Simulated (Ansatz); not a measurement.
Species: C2H3F2 (charge 0, doublet). It need not be the lowest isomer of its formula. 
Structure (B3LYP-D3(BJ)/def2-TZVP (Ansatz, a program for electronic structure) minimum search):
```xyz
7

C     -1.3819    -0.1393    -0.0395
C      0.0723     0.0128    -0.2998
F      0.8379    -1.0163     0.0887
F      0.6175     1.1598     0.1282
H     -1.5758    -0.1785     1.0400
H     -1.7431    -1.0601    -0.4942
H     -1.9220     0.7061    -0.4621
```
Charge 0, spin multiplicity 2.

Parts of the frozen-core correlation energy in STO-3G (Ansatz, hartree). Frozen orbitals: 4; correlated occupied orbitals by spin: 13 and 12; virtual: 6 and 7. Open shells are spin-unrestricted. Spin-orbit coupling is left out. No relativistic terms.

```
term                            value
-------------------------  ----------
reference (HF)             -272.59267
MP2 opposite-spin            -0.10383
MP2 same-spin                     ___
CCSD correlation                  ___
(T)                               ___
T1 diagnostic                   0.013
largest doubles amplitude       0.033
<S^2> of the reference          0.756
```

### Question
Complete the blanks.

### Answer

- MP2 same-spin, value: -0.01730
- CCSD correlation, value: -0.15948
- (T), value: -0.00369
